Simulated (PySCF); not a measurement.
Isomers of C8H8, mass 104.063 u with the commonest isotopes. Level of theory: PySCF, PBE0-D3(BJ)/def2-SVP geometry optimisation, gas phase. One conformer each, none proved a minimum here; rigid rotors.

Question: Order these by rotational constant A, smallest first.
A. `CC#CC#CC1CC1` (1-cyclopropylpenta-1,3-diyne)
B. `C=C1C=CC=CC=C1`
C. `[CH:1]#[C:2][CH:3]=[C:4]=[CH:5][CH2:6][CH:7]=[CH2:8]` with C4–C5–C6–C7 116°, C5–C6–C7–C8 116°
D. `[CH:1]1=[CH:2]\[CH:3]=[CH:4]/[CH:5]=[CH:6]\[CH:7]=[CH:8]/1` with C1–C2–C3–C4 55°, C3–C4–C5–C6 -55°, C5–C6–C7–C8 55°, C2–C1–C8–C7 -55° (cyclooctatetraene)
E. `[CH:1]1=[CH:2][C@H:3]2[C@H:4]3[CH:5]=[CH:6][C@@H:7]1[C@@H:8]23` with C1–C2–C3–C4 -55°, C2–C3–C4–C5 0°, C3–C4–C5–C6 55°, C5–C6–C7–C8 16°
F. `C12C3C4C1C1C2C3C41` (cubane)

Answer: D (2702 MHz), F (3393 MHz), E (3489 MHz), B (3694 MHz), C (10815 MHz), A (12570 MHz).

Question: Order these by radius of gyration √(Σ m r²/M), smallest first.
A. `C12C3C4C1C1C2C3C41` (cubane)
B. `[CH:1]1=[CH:2]\[CH:3]=[CH:4]/[CH:5]=[CH:6]\[CH:7]=[CH:8]/1` with C1–C2–C3–C4 55°, C3–C4–C5–C6 -55°, C5–C6–C7–C8 55°, C2–C1–C8–C7 -55° (cyclooctatetraene)
C. 1-cyclopropylpenta-1,3-diyne (`CC#CC#CC1CC1`)
D. `[CH:1]1=[CH:2][C@H:3]2[C@H:4]3[CH:5]=[CH:6][C@@H:7]1[C@@H:8]23` with C1–C2–C3–C4 -55°, C2–C3–C4–C5 0°, C3–C4–C5–C6 55°, C5–C6–C7–C8 16°
E. `C=C1C=CC=CC=C1`
F. `[CH:1]#[C:2][CH:3]=[C:4]=[CH:5][CH2:6][CH:7]=[CH2:8]` with C4–C5–C6–C7 116°, C5–C6–C7–C8 116°

Answer: A (1.465 Å), D (1.602 Å), B (1.842 Å), E (1.935 Å), F (2.768 Å), C (2.845 Å).

Question: Order these by rotational constant B, smallest first.
A. `C=C1C=CC=CC=C1`
B. `C12C3C4C1C1C2C3C41` (cubane)
C. `[CH:1]1=[CH:2]\[CH:3]=[CH:4]/[CH:5]=[CH:6]\[CH:7]=[CH:8]/1` with C1–C2–C3–C4 55°, C3–C4–C5–C6 -55°, C5–C6–C7–C8 55°, C2–C1–C8–C7 -55° (cyclooctatetraene)
D. `[CH:1]#[C:2][CH:3]=[C:4]=[CH:5][CH2:6][CH:7]=[CH2:8]` with C4–C5–C6–C7 116°, C5–C6–C7–C8 116°
E. `CC#CC#CC1CC1` (1-cyclopropylpenta-1,3-diyne)
F. `[CH:1]1=[CH:2][C@H:3]2[C@H:4]3[CH:5]=[CH:6][C@@H:7]1[C@@H:8]23` with C1–C2–C3–C4 -55°, C2–C3–C4–C5 0°, C3–C4–C5–C6 55°, C5–C6–C7–C8 16°

Answer: E (615.7 MHz), D (660.4 MHz), A (1999 MHz), C (2697 MHz), F (3011 MHz), B (3393 MHz).

```
            SMILES  point group  Ia (u·Å²)  Ib (u·Å²)  Ic (u·Å²)      κ  μa (D)  μb (D)  μc (D)
  C1=CC2C3C=CC1C23           Cs     144.83     167.82     221.77   0.21    0.00    0.18    0.01
    C=C1C=CC=CC=C1          C2v     136.80     252.87     389.67  -0.41    0.72    0.00    0.00
      CC#CC#CC1CC1      near Cs      40.21     820.77     823.37  -1.00    0.19    0.03    0.27
      C#CC=C=CCC=C           C1      46.73     765.31     783.06  -1.00    0.88    0.04    0.01
C1=C\C=C/C=C\C=C/1          D2d     187.06     187.35     331.88   0.99    0.00    0.00    0.00
C12C3C4C1C1C2C3C41           Oh     148.93     148.95     148.96      –    0.00    0.00    0.00
```
